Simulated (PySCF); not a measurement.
**Electronic structure of Cu²⁺ (copper, charge +2) at the UHF level**

Configuration: [Ar] 3d9, 2D determinant. Computed with PySCF 2.14 in aug-cc-pwCVTZ-PP with ECP10MDF (8s8p7d4f3g, 122 functions), with a scalar-relativistic core potential.

- Total energy: -195.304927 hartree
- One-electron energy: -338.7287 hartree
- Hartree (Coulomb) energy: 160.9245 hartree
- Exchange energy: -17.5007 hartree
- ⟨S²⟩: 0.7515
- ⟨L²⟩: 6.014
- Sum of ⟨r⟩: 14.09 bohr
- Sum of ⟨r²⟩: 14.56 bohr²
- Traceless quadrupole moment −½Σ⟨3z² − r²⟩ along its main axis: -0.319 e·bohr²
- Time after the integrals: roughly 6 core-seconds

```json
{"shell": "3s α", "electrons": "1", "mean orbital energy (eV)": "-170.16", "spread (eV)": "0", "rms radius, mean of both spins (bohr)": "0.765"}
{"shell": "3s β", "electrons": "1", "mean orbital energy (eV)": "-166.91", "spread (eV)": "0", "rms radius, mean of both spins (bohr)": "0.765"}
{"shell": "3p α", "electrons": "3", "mean orbital energy (eV)": "-121.31", "spread (eV)": "2.525", "rms radius, mean of both spins (bohr)": "0.810"}
{"shell": "3p β", "electrons": "3", "mean orbital energy (eV)": "-117.46", "spread (eV)": "2.011", "rms radius, mean of both spins (bohr)": "0.810"}
{"shell": "3d α", "electrons": "5", "mean orbital energy (eV)": "-40.560", "spread (eV)": "2.901", "rms radius, mean of both spins (bohr)": "1.02"}
{"shell": "3d β", "electrons": "4", "mean orbital energy (eV)": "-38.893", "spread (eV)": "2.253", "rms radius, mean of both spins (bohr)": "1.02"}
```

Energies and moments cover only the electrons outside the core potential.
